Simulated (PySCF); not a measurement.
Species: C3H10B3N3.
Geometry (PBE0-D3(BJ)/def2-SVP, Å), atoms numbered from 1 in this order:
```xyz
19
C3H10B3N3 angstrom
C      2.4433    0.6362   -0.6237
C      2.4636    0.3038    0.6668
C      1.2849   -0.1378    1.4829
N      0.0248   -0.1516    0.7680
B     -0.4007   -1.3413    0.0956
N     -1.6136   -1.3059   -0.6535
B     -2.4185   -0.1351   -0.7649
N     -1.9581    1.0277   -0.0807
B     -0.7550    1.0466    0.6841
H      3.3533    0.9448   -1.1436
H      1.5168    0.6134   -1.2041
H      3.4123    0.3412    1.2167
H      1.2048    0.5178    2.3679
H      1.4944   -1.1472    1.8786
H      0.2563   -2.3545    0.1720
H     -1.9126   -2.1505   -1.1223
H     -3.4433   -0.1289   -1.4066
H     -2.5081    1.8749   -0.1318
H     -0.3983    2.0482    1.2608
```

Computed at PBE0/pcSseg-1 (PySCF, non-relativistic), with Q(14N) = 0.02044 b, Q(11B) = 0.04059 b: N4, 14N (I = 1): χzz = 2.251 MHz, η = 0.335; B5, 11B (I = 3/2): χzz = 3.487 MHz, η = 0.087; N6, 14N (I = 1): χzz = 1.752 MHz, η = 0.399; B7, 11B (I = 3/2): χzz = 3.550 MHz, η = 0.102.

Question: Where would the pure quadrupole (NQR) lines of 14N at N4 fall for the rigid, isolated species?

Answer: From ν± = (3/4)|χ|(1 ± η/3) and ν0 = |χ|η/2: ν+ 1.876 MHz, ν− 1.500 MHz, ν0 0.377 MHz (boron-bound nitrogen).

Question: Where would the pure quadrupole (NQR) lines of 11B at B5 fall for the rigid, isolated species?

Answer: From ν = (|χ|/2)√(1 + η²/3): ν = 1.746 MHz (three-coordinate boron).

Question: Find the zero-field quadrupole resonance frequencies of 14N at N6.

Answer: From ν± = (3/4)|χ|(1 ± η/3) and ν0 = |χ|η/2: ν+ 1.489 MHz, ν− 1.139 MHz, ν0 0.350 MHz (boron-bound nitrogen).

Question: Where would the pure quadrupole (NQR) lines of 11B at B7 fall for the rigid, isolated species?

Answer: From ν = (|χ|/2)√(1 + η²/3): ν = 1.778 MHz (three-coordinate boron).

In a crystal, neighbours and librations shift these lines. These gradients aren't converged with respect to the basis.

One conformer stands for the species.
